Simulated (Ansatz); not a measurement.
Cost and result for the atomization energy of C6H4Si, SMILES `C#C[SiH](C#C)C#C` (11 atoms, 10 bonds).

Cartesian coordinates in Å:
```
C 2.147 -1.221 1.475
C 1.153 -0.944 0.853
Si -0.355 -0.552 -0.086
C -1.345 0.666 0.833
C -2.013 1.462 1.443
C 0.098 0.132 -1.709
C 0.390 0.572 -2.792
H 3.027 -1.462 2.026
H -1.149 -1.786 -0.277
H -2.602 2.169 1.982
H 0.649 0.964 -3.749
```

Charge 0, multiplicity 1. All single points use the PBE0-D4/def2-TZVP geometry. Program: Ansatz. All runs use 4 threads of an Arm Neoverse V2 on a shared host. Times are those of one run each, without the atoms' runs, and a repeat can differ threefold. Electronic energies, without spin–orbit coupling; frozen cores. CCSD(T)/CBS adds CCSD(T) − MP2 in def2-TZVPP to the MP2 limit, and its time is that of the two runs behind it. T1 = 0.014. B3LYP takes the VWN-RPA correlation (the form of Gaussian; ORCA's B3LYP/G). HSE06 is the plane-wave form, built on full-range PBE exchange.

CCSD(T)/CBS is a level of theory with its own doubt, some kJ/mol a heavy atom from the limit and from the frozen cores, so smaller differences don't rank the functionals.

```
                            level  functions  wall time
           LDA (SPW92)/def2-TZVPP        284      1.2 s
             revPBE-D4/def2-TZVPP        284        2 s
               BLYP-D4/def2-TZVPP        284      2.2 s
               PBE0-D4/def2-TZVPP        284        3 s
              BHLYP-D4/def2-TZVPP        284      3.1 s
              HSE06-D4/def2-TZVPP        284      3.5 s
B3LYP-D4/def2-TZVPP (with forces)        284        5 s
                B2PLYP/def2-TZVPP        284        6 s
              PBE-QIDH/def2-TZVPP        284        6 s
                 CCSD(T)/def2-SVP        122      7.5 s
                   MP2/def2-QZVPP        532       23 s
               CCSD(T)/def2-TZVPP        284    3.4 min
                CCSD(T)/CBS(def2)          –    3.8 min
```

(1) What atomization energy does each give, and how far from CCSD(T)/CBS? (Estimate.)

## Answers

(1) Ansatz gave: 
```json
{"level": "LDA (SPW92)/def2-TZVPP", "atomization (kcal/mol)": "1397.6", "difference from CCSD(T)/CBS": "179.2", "per bond": "17.9"}
{"level": "revPBE-D4/def2-TZVPP", "atomization (kcal/mol)": "1225.3", "difference from CCSD(T)/CBS": "6.9", "per bond": "0.7"}
{"level": "BLYP-D4/def2-TZVPP", "atomization (kcal/mol)": "1225.3", "difference from CCSD(T)/CBS": "6.9", "per bond": "0.7"}
{"level": "PBE0-D4/def2-TZVPP", "atomization (kcal/mol)": "1228.2", "difference from CCSD(T)/CBS": "9.8", "per bond": "1.0"}
{"level": "BHLYP-D4/def2-TZVPP", "atomization (kcal/mol)": "1173.5", "difference from CCSD(T)/CBS": "-44.9", "per bond": "-4.5"}
{"level": "HSE06-D4/def2-TZVPP", "atomization (kcal/mol)": "1229.3", "difference from CCSD(T)/CBS": "10.9", "per bond": "1.1"}
{"level": "B3LYP-D4/def2-TZVPP (with forces)", "atomization (kcal/mol)": "1218.5", "difference from CCSD(T)/CBS": "0.1", "per bond": "0.0"}
{"level": "B2PLYP/def2-TZVPP", "atomization (kcal/mol)": "1213.6", "difference from CCSD(T)/CBS": "-4.8", "per bond": "-0.5"}
{"level": "PBE-QIDH/def2-TZVPP", "atomization (kcal/mol)": "1219.0", "difference from CCSD(T)/CBS": "0.6", "per bond": "0.1"}
{"level": "CCSD(T)/def2-SVP", "atomization (kcal/mol)": "1159.2", "difference from CCSD(T)/CBS": "-59.2", "per bond": "-5.9"}
{"level": "MP2/def2-QZVPP", "atomization (kcal/mol)": "1248.3", "difference from CCSD(T)/CBS": "29.9", "per bond": "3.0"}
{"level": "CCSD(T)/def2-TZVPP", "atomization (kcal/mol)": "1185.2", "difference from CCSD(T)/CBS": "-33.2", "per bond": "-3.3"}
{"level": "CCSD(T)/CBS(def2)", "atomization (kcal/mol)": "1218.4", "difference from CCSD(T)/CBS": "0.0", "per bond": "0.0"}
```

The D4 term adds +10.3 kcal/mol with B3LYP and +5.5 kcal/mol with PBE0; it sums over pairs of atoms, weighted by their polarisabilities, and B3LYP, whose exchange is more repulsive, gets the larger term. From BLYP to BHLYP (50 % exact exchange), in def2-TZVPP and without D4, the atomization energy moves by −46.1 kcal/mol: exact exchange takes away binding that semilocal exchange gives to molecules. In def2-TZVPP, CCSD(T) changes the Hartree–Fock value by +301.2 kcal/mol (the triples alone add +26.9 kcal/mol) and MP2 by +344.7 kcal/mol; breaking electron pairs costs correlation energy, which Hartree–Fock lacks.
